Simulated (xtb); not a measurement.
xtb input:

```bash
xtb mol.xyz --gfn 2 --ohess tight --chrg -1 --uhf 0
```
mol.xyz:
```
6

C     -1.05350238    -0.15012492    -0.01836330
C      0.26507359    -0.19605763    -0.12842088
C      1.60408335    -0.24690579    -0.14080026
F      2.35276224     0.76695959     0.27397198
H     -1.61067061     0.23548761    -0.88455621
H     -1.56346765    -0.52710757     0.81833991
```

Q: What final total energy does it print?

A: -12.23210 Eh (GFN2-xTB).

It need not be the lowest isomer of its formula. Whether it binds its extra electron was not tested at this geometry.
